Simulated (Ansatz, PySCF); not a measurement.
The pair A = ammonia borane (SMILES [BH3-][NH3+]) (first 8 atoms), B = C2H4 (SMILES C=C); geometry from B3LYP-D3(BJ)/def2-TZVP.
(charge 0, multiplicity 1):
```tsv
atom	x (Å)	y (Å)	z (Å)
B	-0.9288	0.2896	0.2984
N	0.6322	-0.1670	0.5701
H	-1.0445	1.3660	0.8388
H	-1.6066	-0.5736	0.8076
H	-1.0487	0.3436	-0.9028
H	1.2837	0.5043	0.1745
H	0.8265	-1.0724	0.1528
H	0.8125	-0.2327	1.5723
C	0.2860	0.6058	3.8810
C	-0.1084	-0.6617	3.8664
H	1.1166	0.9371	4.4932
H	-0.2217	1.3572	3.2874
H	-0.9485	-0.9801	3.2602
H	0.3844	-1.4184	4.4658
```

Programs: Ansatz (Gaussian basis) for Hartree–Fock, density functionals and correlated methods; PySCF for the dispersion terms. 

The monomers are drawn apart, rigid, along the line of their centres of mass. Counterpoise-corrected interaction energies (kcal/mol):

```
level                   R = 4.432 Å  R = 5.436 Å
----------------------  -----------  -----------
PBE/def2-TZVPPD             -1.7798      -0.6615
PBE-D3(BJ)/def2-TZVPPD      -2.4109      -0.8686
wB97M-V/def2-TZVPPD         -2.1292      -0.8276
```

Task: R is the distance of the centres of mass. Find the local exponent m of E ∝ R⁻ᵐ between the two points.

Result: 
m = ln(E₁/E₂)/ln(R₂/R₁): PBE/def2-TZVPPD 4.8; PBE-D3(BJ)/def2-TZVPPD 5.0; wB97M-V/def2-TZVPPD 4.6. For scale, two fixed dipoles give m = 3, dipole and quadrupole 4, quadrupoles 5, and dispersion or dipole-induced dipole 6 at long range; at these distances several terms mix, and what is left of overlap and damping shifts m, so it need not match one of them.

Ansatz is a quantum-chemistry and plane-wave program.
